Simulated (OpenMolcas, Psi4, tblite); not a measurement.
**A ladder of methods for C2HF2Ge (SMILES C#[C][Ge]([F])[F])**

C2HF2Ge has 6 atoms, charge 0, and is taken as a doublet. SMILES: `C#[C][Ge]([F])[F]`. Geometry: relaxed at PBE0-D4/def2-TZVP.

Quantity: the vertical ionisation energy (to the singlet cation), in eV. The values are calculated.

| level | kind | program | value (eV) | CPU time (all runs) |
| --- | --- | --- | --- | --- |
| GFN2-xTB | semi-empirical | tblite | 14.27 | under 2 s |
| GFN1-xTB | semi-empirical | tblite | 13.96 | under 2 s |
| UHF/6-31G* (spherical functions) | Hartree–Fock | OpenMolcas | 9.90 | 36 s |
| USVWN5/6-31G* (spherical functions) | LDA | OpenMolcas | 9.49 | 75 s |
| U-revPBE/6-31G* (spherical functions) | GGA | OpenMolcas | 9.30 | 95 s |
| UM06-L/6-31G* (spherical functions) | meta-GGA | OpenMolcas | 9.42 | 1.8 min |
| UBHLYP/6-31G* (spherical functions) | global hybrid | OpenMolcas | 9.95 | 89 s |
| U-wB97M-V/6-31G* (spherical functions) | range-separated hybrid | Psi4 | 9.74 | 8.7 min |
| UB2PLYP/6-31G* (density fitting for correlation, spherical functions) | double hybrid | Psi4 | 9.55 | 62 s |

All-electron rows without a relativistic Hamiltonian named are non-relativistic. The values span 9.30 to 14.27 eV. The xTB values lack the empirical shift that such differences need. CPU times are rough (shared hosts, several kinds of processor and program).
